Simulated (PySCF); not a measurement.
**Potential energy of SnO along the bond**

Set-up: Sn aug-cc-pVDZ-PP with ECP28, O aug-cc-pVDZ; scalar-relativistic core potentials (PySCF 2.14). Energies in eV from Sn + O in their ground configurations at the same level. State: ¹Σ⁺ (singlet), closed shell.

All columns are PBE0. A positive dipole means Sn(−)O(+).

```json
{"R (Å)": "1.588", "E (eV)": "-3.301", "μ (D)": "-3.06", "Mulliken charge on Sn (basis-dependent)": "1.22", "HOMO (eV)": "-7.54", "LUMO (eV)": "-1.80", "Mayer bond order": "1.21", "⟨S²⟩": "0.00"}
{"R (Å)": "1.661", "E (eV)": "-4.353", "μ (D)": "-3.49", "Mulliken charge on Sn (basis-dependent)": "1.14", "HOMO (eV)": "-7.66", "LUMO (eV)": "-1.97", "Mayer bond order": "1.35", "⟨S²⟩": "0.00"}
{"R (Å)": "1.735", "E (eV)": "-4.925", "μ (D)": "-3.90", "Mulliken charge on Sn (basis-dependent)": "1.08", "HOMO (eV)": "-7.72", "LUMO (eV)": "-2.14", "Mayer bond order": "1.48", "⟨S²⟩": "0.00"}
{"R (Å)": "1.791", "E (eV)": "-5.124", "μ (D)": "-4.20", "Mulliken charge on Sn (basis-dependent)": "1.03", "HOMO (eV)": "-7.75", "LUMO (eV)": "-2.27", "Mayer bond order": "1.56", "⟨S²⟩": "0.00"}
{"R (Å)": "1.846", "E (eV)": "-5.176", "μ (D)": "-4.48", "Mulliken charge on Sn (basis-dependent)": "0.98", "HOMO (eV)": "-7.75", "LUMO (eV)": "-2.39", "Mayer bond order": "1.64", "⟨S²⟩": "0.00"}
{"R (Å)": "1.901", "E (eV)": "-5.116", "μ (D)": "-4.76", "Mulliken charge on Sn (basis-dependent)": "0.94", "HOMO (eV)": "-7.66", "LUMO (eV)": "-2.52", "Mayer bond order": "1.71", "⟨S²⟩": "0.00"}
{"R (Å)": "1.975", "E (eV)": "-4.908", "μ (D)": "-5.11", "Mulliken charge on Sn (basis-dependent)": "0.89", "HOMO (eV)": "-7.43", "LUMO (eV)": "-2.68", "Mayer bond order": "1.79", "⟨S²⟩": "0.00"}
{"R (Å)": "2.067", "E (eV)": "-4.510", "μ (D)": "-5.52", "Mulliken charge on Sn (basis-dependent)": "0.84", "HOMO (eV)": "-7.18", "LUMO (eV)": "-2.87", "Mayer bond order": "1.86", "⟨S²⟩": "0.00"}
{"R (Å)": "2.178", "E (eV)": "-3.916", "μ (D)": "-5.99", "Mulliken charge on Sn (basis-dependent)": "0.79", "HOMO (eV)": "-6.93", "LUMO (eV)": "-3.09", "Mayer bond order": "1.92", "⟨S²⟩": "0.00"}
{"R (Å)": "2.326", "E (eV)": "-3.169", "μ (D)": "-5.43", "Mulliken charge on Sn (basis-dependent)": "0.63", "HOMO (eV)": "-6.20", "LUMO (eV)": "-3.26", "Mayer bond order": "1.78", "⟨S²⟩": "0.56"}
```

A fit through these points gives, at Re = 1.841 Å, μ = -4.46 D and dμ/dR = -5.06 D/Å; the reduced mass is 14.11 u.

Problem. How strong is the fundamental in the double-harmonic approximation, I = 42.26·(dμ/dR)²/μred km/mol?

Solution. I = 42.26·(-5.06)²/14.11 = 76.7 km/mol at PBE0.

The closed-shell solution turns unstable on stretching: from about 2.33 Å a spin-polarised solution lies lower.

⟨S²⟩ of the unrestricted solution departs from its pure value on part of the curve, where spin states mix. These are scalar-relativistic numbers at best; spin–orbit coupling would shift them, the dissociation energy most.
